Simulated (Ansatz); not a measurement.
```yaml
crystal:
  periodic: [false, false, false]
  atoms:
    - {symbol: B, position_ang: [-1.760269, 0.889624, 0.509905]}
    - {symbol: N, position_ang: [-0.478202, 0.246771, 0.152757]}
    - {symbol: Si, position_ang: [0.969877, 0.300830, 1.308605]}
    - {symbol: C, position_ang: [-0.335170, -0.450721, -1.137760]}
    - {symbol: C, position_ang: [0.811565, -1.097321, -1.600206]}
    - {symbol: H, position_ang: [-2.715900, 0.827999, -0.304786]}
    - {symbol: H, position_ang: [-1.867313, 1.479505, 1.611457]}
    - {symbol: H, position_ang: [1.394169, -1.150137, 1.690272]}
    - {symbol: H, position_ang: [0.526900, 1.090970, 2.568077]}
    - {symbol: H, position_ang: [2.173979, 1.005292, 0.612290]}
    - {symbol: H, position_ang: [-1.281495, -0.426021, -1.773237]}
    - {symbol: H, position_ang: [1.780700, -1.150535, -1.005054]}
    - {symbol: H, position_ang: [0.802685, -1.602796, -2.616780]}
basis:
  gaussian: {orbitals: cc-pVTZ-DK, fitting: {mean_field: cc-pVTZ-jkfit}, nuclear_model: gaussian}
total_charge: -1
magnetization: {spin_polarized: true, initial_magnetization: 1}
hamiltonian: {xc: {name: rPW86-PBE}, dispersion: d3bjatm, pseudopotentials: {relativity: none}}
output: {forces: true}
```

```sh
$ ansatz run in.yaml --threads 2 --pin off --events-out ev --progress --plain --max-ram 22528MiB --backend cpu
```

It prints (some lines left out):

```
Functional definition: rPW86-PBE
  name "rPW86-PBE"
  cite "Murray, Lee & Langreth, J. Chem. Theory Comput. 5, 2754 (2009) doi:10.1021/ct900365q"
  cite "Perdew, Burke & Ernzerhof, Phys. Rev. Lett. 77, 3865 (1996) doi:10.1103/PhysRevLett.77.3865"
  parent pbe
  exchange = rpw86_x
  correlation = pbe_c
677 factors; integrals over basis functions are off by at most 7.4e-1 eV
mean field evaluation 1: about -12256.3550 eV, gradient 3.9e1 eV
mean field evaluation 2: about -12229.3721 eV, gradient 7.3e1 eV
mean field evaluation 4: about -12263.5644 eV, gradient 1.2e1 eV
mean field evaluation 8: about -12264.3164 eV, gradient 4.6e-1 eV
mean field evaluation 16: about -12264.3188 eV, gradient 6.0e-4 eV
mean field -12264.31875264 eV, -450.7054011057 hartree, gradient 1.1e-5 eV, S^2 0.755881; 6 other end points of the search recorded, 0 dependent functions left out
the calculation of the forces begins
reference -12264.31888517 eV, -450.7054059761 hartree; 24, 23 occupied and 242, 243 virtual orbitals, 677 factors
WARN: the results are in doubt because the basis set is contracted for relativity, which is off
Total energy: -12264.61036410 eV, -450.7161176293 hartree
Atom 0 at    -1.760269     0.889624     0.509905 Å, force    -0.916819     0.658386     0.652479 eV/Å
Atom 1 at    -0.478202     0.246771     0.152757 Å, force     1.239775    -1.242841    -1.586363 eV/Å
Atom 2 at     0.969877     0.300830     1.308605 Å, force    -1.327693    -0.026291    -1.013720 eV/Å
Atom 3 at    -0.335170    -0.450721    -1.137760 Å, force    -0.031397     0.705990     1.388222 eV/Å
Atom 4 at     0.811565    -1.097321    -1.600206 Å, force     0.457769    -0.352272    -0.372478 eV/Å
Atom 5 at    -2.715900     0.827999    -0.304786 Å, force     0.725371     0.032755     0.590355 eV/Å
Atom 6 at    -1.867313     1.479505     1.611457 Å, force     0.117940    -0.442863    -0.799871 eV/Å
Atom 7 at     1.394169    -1.150137     1.690272 Å, force    -0.086830     0.856810    -0.122908 eV/Å
Atom 8 at     0.526900     1.090970     2.568077 Å, force     0.385850    -0.501228    -0.723034 eV/Å
Atom 9 at     2.173979     1.005292     0.612290 Å, force    -0.551337    -0.427626     0.519517 eV/Å
Atom 10 at    -1.281495    -0.426021    -1.773237 Å, force     1.201115     0.035802     0.940782 eV/Å
Atom 11 at     1.780700    -1.150535    -1.005054 Å, force    -1.260747     0.064433    -0.783868 eV/Å
Atom 12 at     0.802685    -1.602796    -2.616780 Å, force     0.047003     0.638945     1.310887 eV/Å
Dipole moment:     0.963816    -0.295403     0.107068 e Å
In doubt: the basis set is contracted for relativity, which is off
```

It took 22 s on 2 threads of an AMD EPYC 7R13 on a shared host, with 0.77 GiB of host memory at the peak.
